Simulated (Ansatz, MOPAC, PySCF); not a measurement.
Noncovalent pair: C2H4 (SMILES C=C) (first 6 atoms) with CH4O (SMILES CO); geometry from B3LYP-D3(BJ)/def2-TZVP, rigid monomers moved along the line of their centres of mass till C1···H12 is 2.23 Å.
(charge 0, multiplicity 1):
```xyz
12

C      0.702     0.208     0.024
C     -0.606     0.027    -0.101
H      1.166     1.167    -0.174
H      1.361    -0.596     0.327
H     -1.069    -0.933     0.095
H     -1.266     0.830    -0.406
C     -0.184    -0.594     3.451
O     -0.316     0.726     2.954
H     -0.960    -1.264     3.061
H     -0.290    -0.543     4.534
H      0.798    -1.027     3.223
H     -0.223     0.697     1.994
```

Interaction energies are E(AB) − E(A) − E(B) at the monomers' geometry in the complex; basis-set methods are counterpoise corrected. Rows marked so take none.

Correlated levels freeze the cores. Rows in 6-311+G**, 6-31G*, STO-3G carry no dispersion term and start afresh at each structure (6-31G* with six Cartesian d functions). MP2/6-31G* freezes PySCF's default core. The state that AM1 reach isn't checked.

Run with Ansatz (Gaussian basis) for Hartree–Fock, density functionals and correlated methods; MOPAC for AM1 (differences of heats of formation); PySCF for 6-311+G** rows, 6-31G* rows, STO-3G rows, the dispersion terms. Values without a source in brackets are computed.

Other levels give for the interaction energy: PBE/def2-TZVPPD -1.59; B3LYP/def2-TZVPPD -0.26; B3LYP-D3(BJ)/def2-TZVPPD -2.50; wB97M-V/def2-TZVPPD -2.21; CCSD(T)/aug-cc-pVDZ -1.19 kcal/mol.

Common cheap choices:

| level | interaction energy (kcal/mol) |
|---|---|
| AM1 | 0.55 |
| HF/STO-3G (no counterpoise) | 1.04 |
| HF/6-31G* (no counterpoise) | 0.20 |
| BP86/6-31G* (no counterpoise) | -1.80 |
| B3LYP/6-31G* | -0.29 |
| B3LYP/6-311+G** (no counterpoise) | -0.54 |
| M06-2X/6-31G* (no counterpoise) | -3.63 |
| MP2/6-31G* | -0.14 |

Ansatz is a first-principles code.
